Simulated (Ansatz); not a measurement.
System: C₂H₆ClGa (charge 0, singlet). 
Geometry from a B3LYP-D3(BJ)/def2-TZVP (Ansatz, a program for electronic structure) optimisation:
SMILES: [CH3][Ga]([Cl])[CH3]
```xyz
10

C      1.8518     0.0278    -1.0432
Ga     0.0169     0.0653    -0.3329
C     -1.7405     0.3971    -1.1540
Cl    -0.0920    -0.3525     1.8159
H      1.8788     0.2044    -2.1178
H      2.4483     0.7903    -0.5398
H      2.3038    -0.9409    -0.8256
H     -2.3498    -0.5048    -1.0739
H     -2.2523     1.1904    -0.6077
H     -1.6558     0.6774    -2.2033
```

Dipole moments at this geometry, in debye (magnitudes).

| level | program | dipole (D) |
|---|---|---|
| r2SCAN/def2-TZVPD | Ansatz | 2.94 |
| r2SCANh/def2-TZVPD | Ansatz | 2.96 |
| CAM-B3LYP/def2-TZVPD | Ansatz | 3.01 |
| wB97X-V/def2-TZVPD | Ansatz | 3.01 |
| CCSD(T)/def2-SVPD | Ansatz | 2.91 |
